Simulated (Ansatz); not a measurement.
Consider the formal hydrolysis of the Nb–N bond: `[NH]=[Nb]([NH2])([OH])[F]` + H₂O → `[NH]=[Nb]([OH])([OH])[F]` + NH₃.

Isolated molecules relaxed with PBE0-D4/def2-TZVP in Ansatz; ΔE leaves out vibrations. CCSD(T)/CBS adds triple-zeta CCSD(T) − MP2 to the extrapolated MP2 energy (def2 sets, frozen cores). This one scheme is used for every species. Functionals use def2-TZVPP. B3LYP here is the variant with VWN-RPA as its local correlation; programs differ in this. HSE06 is defined as in plane-wave codes. Elements past krypton have def2 core potentials. For Nb outer-core shells are correlated without core-valence functions, which leaves a few kJ/mol of doubt a bond. One conformer a species, not always the lowest.

Problem. Is it downhill or uphill in electronic energy at CCSD(T)/CBS, and by how much? (An estimate is asked.)

Solution. Ansatz gave: Downhill: ΔE = -43.5 kJ/mol.

Problem. What do these levels give: PBE-D4, B97M-V, HSE06-D4, CAM-B3LYP-D4, ωB97X-V, PBE-QIDH, PBE, PBE0, B3LYP, r2SCAN0, CCSD(T)/def2-SVP, CCSD/def2-TZVPP? (Best estimate.)

Solution. Ansatz gave: PBE-D4 -48.7, B97M-V -55.3, HSE06-D4 -47.3, CAM-B3LYP-D4 -51.9, ωB97X-V -52.2, PBE-QIDH -47.3, PBE -50.6, PBE0 -49.0, B3LYP -52.4, r2SCAN0 -50.6, CCSD(T)/def2-SVP -51.4, CCSD/def2-TZVPP -46.7 kJ/mol.

Largest T1 diagnostic among the species: 0.021, so the coupled-cluster value is less sure than usual.

In def2-TZVPP, CCSD(T) changes the Hartree–Fock value by +8.6 kJ/mol (the triples alone add +0.6 kJ/mol) and MP2 by +10.2 kJ/mol. At CCSD(T), def2-SVP lies −7.9 kJ/mol from the extrapolated value and def2-TZVPP −2.5 kJ/mol. Leaving LDA and LC-ωPBE aside and taking each functional with its dispersion term where it has one, the values spread over 8.0 kJ/mol, from B97M-V to HSE06-D4. LDA lies +3.1 kJ/mol from PBE without D4.
